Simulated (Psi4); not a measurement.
C2H3O2, doublet, geometry from GFN2-xTB; Psi4 with MP2/def2-SVPD.

Psi4 was given this input:
```
memory 2 GB

molecule {
0 2
C    -0.87928138    0.00351010    0.01564063
O    -0.81883028   -1.01132689    0.65669977
O     0.17084863    0.70015067   -0.44659388
H    -1.80259150    0.51373746   -0.28852409
C     1.41484609    0.28028668   -0.20613446
H     1.57765462   -0.61886567    0.35962889
H     2.19540180    0.89175727   -0.60898889
}

set {
  basis def2-svpd
  reference uhf
}

energy('mp2')
print_variables()
```

Problem. Predict the main parts of the log of this Psi4 run.

Solution. 
```
    SCF Algorithm Type (re)set to DF.

   => Loading Basis Set <=

    Name: DEF2-SVPD
    Role: ORBITAL
    Keyword: BASIS

         ---------------------------------------------------------
                                   SCF
               by Justin Turney, Rob Parrish, Andy Simmonett
                          and Daniel G. A. Smith
                              UHF Reference
         ---------------------------------------------------------

  ==> Geometry <==

    Molecular point group: c1
    Full point group: C1

    Geometry (in Angstrom), charge = 0, multiplicity = 2:

       Center              X                  Y                   Z               Mass
    ------------   -----------------  -----------------  -----------------  -----------------
         C            0.010580728982     0.846332976022     0.000000002502    12.000000000000
         O           -1.189773327323     0.785872970631     0.000000002502    15.994914619570
         O            0.846429932286    -0.203951734541     0.000000002502    15.994914619570
         H            0.604379468794     1.769779114180     0.000000010976     1.007825032230
         C            0.363055834827    -1.448132454998    -0.000000008469    12.000000000000
         H           -0.699279002431    -1.610964969265    -0.000000009976     1.007825032230
         H            1.095181815647    -2.228803153070    -0.000000009384     1.007825032230

  Running in c1 symmetry.

  Rotational constants: A =      0.81253  B =      0.23384  C =      0.18158 [cm^-1]
  Rotational constants: A =  24359.02916  B =   7010.42264  C =   5443.73841 [MHz]
  Nuclear repulsion =  115.304378925536625

  Charge       = 0
  Multiplicity = 2
  Electrons    = 31
  Nalpha       = 16
  Nbeta        = 15

  ==> Algorithm <==

  SCF Algorithm Type is DF.
  DIIS enabled.
  MOM disabled.
  Fractional occupation disabled.
  Guess Type is SAD.
  Energy threshold   = 1.00e-08
  Density threshold  = 1.00e-08
  Integral threshold = 1.00e-12

  ==> Primary Basis <==

  Basis Set: DEF2-SVPD
    Blend: DEF2-SVPD
    Number of shells: 46
    Number of basis functions: 110
    Number of Cartesian functions: 118
    Spherical Harmonics?: true
    Max angular momentum: 2

   => Loading Basis Set <=

    Name: (DEF2-SVPD AUX)
    Role: JKFIT
    Keyword: DF_BASIS_SCF

  ==> Integral Setup <==

  SCF_SUBTYPE=INCORE selected. In-core MEM_DF algorithm will be used.
  Using in-core AOs.

  ==> MemDFJK: Density-Fitted J/K Matrices <==

    J tasked:                   Yes
    K tasked:                   Yes
    wK tasked:                   No
    Algorithm:                 Core
    Schwarz Cutoff:           1E-12
    Mask sparsity (%):       0.0992
    Fitting Condition:        1E-10

   => Auxiliary Basis Set <=

  Basis Set: (DEF2-SVPD AUX)
    Blend: DEF2-UNIVERSAL-JKFIT
    Number of shells: 118
    Number of basis functions: 358
    Number of Cartesian functions: 424
    Spherical Harmonics?: true
    Max angular momentum: 4

  Minimum eigenvalue in the overlap matrix is 2.5063550146E-04.
  Reciprocal condition number of the overlap matrix is 2.8951037461E-05.
    Using symmetric orthogonalization.

  ==> Pre-Iterations <==

  SCF Guess: Superposition of Atomic Densities via on-the-fly atomic UHF (no occupation information).

   -------------------------
    Irrep   Nso     Nmo
   -------------------------
     A        110     110
   -------------------------
    Total     110     110
   -------------------------

  ==> Iterations <==

                           Total Energy        Delta E     RMS |[F,P]|

   @DF-UHF iter SAD:  -226.20528496430293   -2.26205e+02   0.00000e+00
   @DF-UHF iter   1:  -226.87927025150674   -6.73985e-01   4.38834e-03 DIIS/ADIIS
   @DF-UHF iter   2:  -226.94128271223033   -6.20125e-02   3.28118e-03 DIIS/ADIIS
   @DF-UHF iter   3:  -226.98966785216822   -4.83851e-02   5.14390e-04 DIIS/ADIIS
   @DF-UHF iter   4:  -226.99309080694738   -3.42295e-03   2.50711e-04 DIIS/ADIIS
[...]
      16A     -0.355157

    Alpha Virtual:

[...]
     110A      4.216393

    Beta Occupied:

[...]
    Beta Virtual:

[...]
    Final Occupation by Irrep:
              A
    DOCC [    15 ]
    SOCC [     1 ]
    NA   [    16 ]
    NB   [    15 ]

  @DF-UHF Final Energy:  -226.99413713753125

   => Energetics <=

    Nuclear Repulsion Energy =            115.3043789255366249
    One-Electron Energy =                -538.4319530338791537
    Two-Electron Energy =                 196.1334369708112604
    Total Energy =                       -226.9941371375312542

  UHF NO Occupations:
  HONO-2 :   14  A 1.9988128
  HONO-1 :   15  A 1.9960539
  HONO-0 :   16  A 1.0000000
  LUNO+0 :   17  A 0.0039461
  LUNO+1 :   18  A 0.0011872
  LUNO+2 :   19  A 0.0008214
  LUNO+3 :   20  A 0.0003530

Computation Completed

Properties will be evaluated at   0.000000,   0.000000,   0.000000 [a0]

Properties computed using the SCF density matrix

 Multipole Moments:

 ------------------------------------------------------------------------------------
     Multipole            Electronic (a.u.)      Nuclear  (a.u.)        Total (a.u.)
 ------------------------------------------------------------------------------------

 L = 1.  Multiply by 2.5417464519 to convert [e a0] to [Debye]
 Dipole X            :         -0.1560097            0.9360843            0.7800747
 Dipole Y            :          1.7681657           -1.9377554           -0.1695896
 Dipole Z            :          0.0000000           -0.0000000           -0.0000000
 Magnitude           :                                                    0.7982964

 ------------------------------------------------------------------------------------

  //>>>>>>>>>>>>>>>>>>>>>>>>>>>>>>>>>>>//
  //               DFMP2               //
  //<<<<<<<<<<<<<<<<<<<<<<<<<<<<<<<<<<<//

   => Loading Basis Set <=

    Name: (DEF2-SVPD AUX)
    Role: RIFIT
    Keyword: DF_BASIS_MP2

	 --------------------------------------------------------
	                          DF-MP2
	      2nd-Order Density-Fitted Moller-Plesset Theory

	        Rob Parrish, Justin Turney, Andy Simmonett,
	           Ed Hohenstein, and C. David Sherrill
	 --------------------------------------------------------

	 --------------------------------------------------------
	                 NBF =   110, NAUX =   325
	 --------------------------------------------------------
	   CLASS    FOCC     OCC    AOCC    AVIR     VIR    FVIR
	   ALPHA       0      16      16      94      94       0
	    BETA       0      15      15      95      95       0
	 --------------------------------------------------------

	-----------------------------------------------------------
	 ==================> DF-MP2 Energies <====================
	-----------------------------------------------------------
	 Reference Energy          =    -226.9941371375312542 [Eh]
	 Singles Energy            =      -0.0000000000000000 [Eh]
	 Same-Spin Energy          =      -0.1705435136746630 [Eh]
	 Opposite-Spin Energy      =      -0.4739212317706100 [Eh]
	 Correlation Energy        =      -0.6444647454452730 [Eh]
	 Total Energy              =    -227.6386018829765305 [Eh]
	-----------------------------------------------------------
	 ================> DF-SCS-MP2 Energies <==================
	-----------------------------------------------------------
	 SCS Same-Spin Scale       =       0.3333333333333333 [-]
	 SCS Opposite-Spin Scale   =       1.2000000000000000 [-]
	 SCS Same-Spin Energy      =      -0.0568478378915543 [Eh]
	 SCS Opposite-Spin Energy  =      -0.5687054781247320 [Eh]
	 SCS Correlation Energy    =      -0.6255533160162864 [Eh]
	 SCS Total Energy          =    -227.6196904535475483 [Eh]
	-----------------------------------------------------------

  Variable Map:
  ----------------------------------------------------------------------------
[...]
  Array Variable Map:
  ----------------------------------------------------------------------------
[...]
[...]
```
